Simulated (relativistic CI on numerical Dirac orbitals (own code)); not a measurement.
**Line list: Electric-dipole lines, Co⁹⁺**

Method of calculation: Dirac-Coulomb-Breit CI, KLI orbitals optimised for each configuration, QED by a radiative potential, unscaled Slater integrals (own radial code, finite nucleus).

CI space (outside the closed core [Ne]): 3s2 3p6, 3s2 3p5 3d, 3s 3p6 3d, 3s2 3p5 4s, 3s2 3p5 4p, 3s2 3p5 4d, 3s 3p6 4s, 3s2 3p5 4f, 3s 3p6 4p, 3p6 3d2, 3p5 3d3, 3p5 3d2 4s, 3p5 3d2 4p, 3p5 3d2 4d. Double excitations out of closed p, d and f shells are left out; levels of such configurations are missing from the list, as are those of other unlisted configurations, and high levels can miss mixing partners. These lack a partner that the ground configuration has and come out too high: 3s2 3p5 4f.

```csv
λ vac (nm),Lower,Upper,A (s⁻¹),E lower (eV),E upper (eV)
9.4315,3s2 3p5 3d 3P°_1 [3],3s2 3p5 4f 3D_2 [45],2.01e+11,53.939,185.397
9.4596,3s2 3p5 3d 3P°_2 [4],3s2 3p5 4f 3D_3 [49],2.44e+11,54.767,185.834
9.6004,3s2 3p5 3d 3F°_4 [5],3s2 3p5 4f 3G_5 [46],3.04e+11,56.287,185.432
9.6182,3s2 3p5 3d 3F°_3 [6],3s2 3p5 4f 3G_4 [48],2.40e+11,56.810,185.715
9.6233,3s2 3p5 3d 3F°_2 [7],3s2 3p5 4f 3G_3 [50],2.05e+11,57.517,186.354
9.7385,3s2 3p5 3d 1D°_2 [9],3s2 3p5 4f 3G_3 [54],2.16e+11,61.159,188.472
9.7847,3s2 3p5 3d 3D°_2 [11],3s2 3p5 4f 3F_3 [56],2.51e+11,61.989,188.702
9.8168,3s2 3p5 3d 1F°_3 [12],3s2 3p5 4f 3F_4 [55],2.45e+11,62.336,188.633
9.8533,3s2 3p5 3d 3D°_3 [8],3s2 3p5 4f 3F_4 [51],2.40e+11,60.766,186.596
15.280,3s2 3p6 1S_0 [1],3s2 3p5 3d 1P°_1 [13],3.62e+11,0.000,81.143
25.352,3s2 3p5 3d 3F°_4 [5],3s 3p6 3d 3D_3 [16],2.71e+10,56.287,105.192
25.731,3s2 3p5 3d 3F°_3 [6],3s 3p6 3d 3D_2 [15],2.64e+10,56.810,104.995
59.961,3s2 3p5 4p 3D_2 [23],3s2 3p5 4d 3F°_3 [36],8.47e+09,149.648,170.326
61.011,3s2 3p5 4p 3D_3 [24],3s2 3p5 4d 3F°_4 [35],9.36e+09,149.863,170.184
61.193,3s2 3p5 4p 1D_2 [29],3s2 3p5 4d 3D°_3 [41],9.03e+09,152.891,173.152
61.690,3s2 3p5 4p 3P_2 [26],3s2 3p5 4d 3D°_3 [39],7.01e+09,151.060,171.158
80.087,3s2 3p5 4d 3D°_3 [41],3s2 3p5 4f 3F_4 [55],4.21e+09,173.152,188.633
80.562,3s2 3p5 4d 3F°_3 [36],3s2 3p5 4f 3G_4 [48],3.90e+09,170.326,185.715
81.315,3s2 3p5 4d 3F°_4 [35],3s2 3p5 4f 3G_5 [46],4.08e+09,170.184,185.432
89.871,3s2 3p5 4s 3P°_2 [18],3s2 3p5 4p 3D_3 [24],2.12e+09,136.067,149.863
```

Terms are leading LS components. Brackets give the number of a level in order of energy, since labels repeat. The list gives strong lines, with weight on those to low levels, without lines whose two gauges differ by over a factor of 2.5, among the lowest 143 of 912 levels, so that lines to higher ones, which can be the strongest, are missing. Levels whose partners in the same complex of configurations lie outside the list can be far off, and so can their lines. Rates are taken at the computed energies, electric ones in the length gauge.

At this charge energies of transitions that change n are usually good to better than 1 %, and those within a shell (Δn = 0) to a few per cent.

(1) From the table, what is the radiative lifetime of 3s2 3p5 4f 3G_5?

Results:

(1) The listed rates from this level add up to about 3.08e+11 s⁻¹, 100 % of its decay; with all channels τ = 3.25e-12 s.

LS names give the leading component of a level, which can be under half, so a name can repeat, a term be missing and a line seem to break the LS rules.
